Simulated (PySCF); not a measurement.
C₂H₃BrCl₂, SMILES CC(Cl)(Cl)Br. Geometry: PBE-D3(BJ)/def2-SVP.

Task: Give the equilibrium geometry at PBE-D3(BJ)/def2-SVP (PySCF confirms it by a frequency run) as bond lengths and angles, and its point group. (Estimate from the structure and the level; the computed values follow.)

Result: point group Cs.
Atoms: C1 C2 Cl3 Cl4 Br5 H6 H7 H8. Bonds (Å): C1–C2 1.516, C1–H6 1.106, C1–H7 1.106, C1–H8 1.108, C2–Cl3 1.795, C2–Cl4 1.795, C2–Br5 1.984. Angles (°): C2–C1–H6 109.7, C2–C1–H7 109.7, C2–C1–H8 109.0, H6–C1–H7 109.5, H6–C1–H8 109.4, H7–C1–H8 109.4, C1–C2–Cl3 110.3, C1–C2–Cl4 110.3, C1–C2–Br5 109.5, Cl3–C2–Cl4 109.3, Cl3–C2–Br5 108.7, Cl4–C2–Br5 108.7.
